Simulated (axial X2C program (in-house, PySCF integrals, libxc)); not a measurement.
**Potential curves of InC⁻, with spin–orbit coupling**

Calculated with an in-house relativistic program for diatomic molecules. Two-component (2c) means X2C with spin–orbit coupling and atomic mean-field two-electron Coulomb and Gaunt terms. Basis: In dyall-acv3z [12s13p10d5f1g], C dyall-av3z [8s7p3d2f] (cores contracted in-house); Gaussian nuclei, density fitting, unrestricted open shells. Masses: In 114.904 u, C 12.000 u.

State: Ω = 2 (⟨Sz⟩ = 1.00, ⟨Lz⟩ = 1.00 at HF). Energies in eV from the fragments at the same level (In + C-). Fits are polynomials in 1 − R0/R over 0.85 to 1.23 times the lowest point R0.

| R (Å) | HF |
| --- | --- |
| 1.8566 | -0.3782 |
| 1.9419 | -0.8777 |
| 2.0060 | -1.1278 |
| 2.0700 | -1.2965 |
| 2.1340 | -1.4030 |
| 2.2087 | -1.4677 |
| 2.2834 | -1.4856 |
| 2.3794 | -1.4611 |
| 2.4968 | -1.3861 |
| 2.6675 | -1.2341 |

The state is one determinant whose occupation by symmetry is held fixed; it was picked as the lowest of a PBE0 search that is not exhaustive. De is counted from the lowest determinant-based energies of the atoms at the same level, without counterpoise correction. Other states lie close and PBE0, whose exact exchange favours high spin, may order them wrongly; the determinant shown need not be the ground state. The nearest other spin-free determinant of the search, M_S = 1, Λ = 0, lies 0.06 eV up at the distance of the search. With several unpaired electrons one determinant need not be a pure state. A state of lower Ω lies just above, and one determinant can place such states too high, so the state shown need not be the lowest. The search has Ω = 1 only 0.10 eV up. Open-shell Ω = 0 determinants with evenly filled partner blocks cannot be reached by this program, so the Ω shown need not be the lowest component. The determinant is spin-polarised beyond a pure state at some levels (its spin-free form has ⟨S²⟩ too high), which makes Re and μ there less reliable. Hartree–Fock gets electron affinities wrong, so its lowest charge split need not be the true one.

Question: What are Re, ωe and De at the HF level?

Answer: At HF, 2c: Re = 2.282 Å, ωe ≈ 386 cm⁻¹, De = 1.49 eV to In + C-; Be follows as 0.298 cm⁻¹.
